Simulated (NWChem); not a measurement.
Species: 1,3-disilacyclobutane (C2H8Si2); SMILES [SiH2]1C[SiH2]C1

```xyz
12

C      1.3589     0.0000     0.1559
Si     0.0000     1.3152    -0.0790
C     -1.3589     0.0000     0.1559
Si     0.0000    -1.3152    -0.0790
H      1.7455     0.0000     1.1889
H      2.2149     0.0000    -0.5335
H      0.0000     2.4462     0.9020
H      0.0000     1.8817    -1.4635
H     -1.7455     0.0000     1.1889
H     -2.2149     0.0000    -0.5335
H      0.0000    -2.4462     0.9020
H      0.0000    -1.8817    -1.4635
```
Atoms are numbered in this order, from 1.

Computed with NWChem. Pople sets run with spherical d functions. Geometry: optimised at PBE0/def2-SVP. Level: PBE0/6-31+G*; rows give the wavelength of the field.

Task: Order these by “anisotropy (bohr³)”, lowest first: 589 nm; 1065 nm; static.

Result: static (20.8), 1065 nm (21.3), 589 nm (22.6)
